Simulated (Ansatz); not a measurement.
Two isomers of H8O2Si3: A = `O[SiH2]O[SiH2][SiH3]`, B = `[SiH3]O[SiH2]O[SiH3]`.

Program: Ansatz. Geometries: PBE0-D4/def2-TZVP. ΔE: electronic, gas phase. CCSD(T)/CBS adds triple-zeta CCSD(T) − MP2 to the extrapolated MP2 energy (def2 sets, frozen cores). DFT in def2-TZVPP. B3LYP here is the variant with VWN-RPA as its local correlation; programs differ in this. Each species was taken in one conformer, which may not be the lowest.

A:

Z-matrix (Å, degrees):
```
Si
O 1 1.631
O 1 1.638 2 112.4
H 1 1.482 2 106.2 3 121.6
H 1 1.480 2 109.8 3 -116.3
Si 2 1.645 1 142.5 3 70.5
H 3 0.958 1 118.3 2 71.2
Si 6 2.347 2 111.8 1 27.3
H 6 1.487 2 107.8 1 148.6
H 6 1.489 2 109.3 1 -94.3
H 8 1.488 6 110.8 2 -60.0
H 8 1.489 6 108.9 2 -179.6
H 8 1.488 6 111.0 2 60.9
```

B:

```xyz
13

Si    2.4048    0.1735   -0.2595
O     1.1352    0.4947    0.7232
Si   -0.3629    1.1220    0.8268
O    -1.3994    0.3092   -0.1289
Si   -2.0934   -1.1383   -0.4512
H     3.6007   -0.0553    0.5865
H     2.6507    1.3197   -1.1736
H     2.1239   -1.0418   -1.0657
H    -0.3508    2.5277    0.3626
H    -0.7885    1.0065    2.2400
H    -1.1380   -2.0026   -1.1904
H    -2.4852   -1.8142    0.8136
H    -3.2972   -0.9010   -1.2833
```

Problem. Which isomer does CCSD(T)/CBS put lower? Give the gap. (Estimate.)

Solution. The calculation gave: B, by 109.1 kJ/mol.

Problem. Give E(B) − E(A) in kJ/mol with CCSD/def2-TZVPP, B3LYP, PBE-D4, PBE0-D4, ωB97M-V, B3LYP-D4, r2SCAN-D4. (Estimate.)

Solution. Computed: CCSD/def2-TZVPP -113.2, B3LYP -109.3, PBE-D4 -79.4, PBE0-D4 -89.6, ωB97M-V -109.8, B3LYP-D4 -108.4, r2SCAN-D4 -100.0. None reverses the order clearly.

Largest T1 diagnostic: 0.012.

In def2-TZVPP, CCSD(T) changes the Hartree–Fock value by +30.6 kJ/mol (the triples alone add +4.3 kJ/mol) and MP2 by +22.7 kJ/mol. From PBE to PBE0 (25 % exact exchange), in def2-TZVPP and without D4, E(B) − E(A) moves by −10.1 kJ/mol.
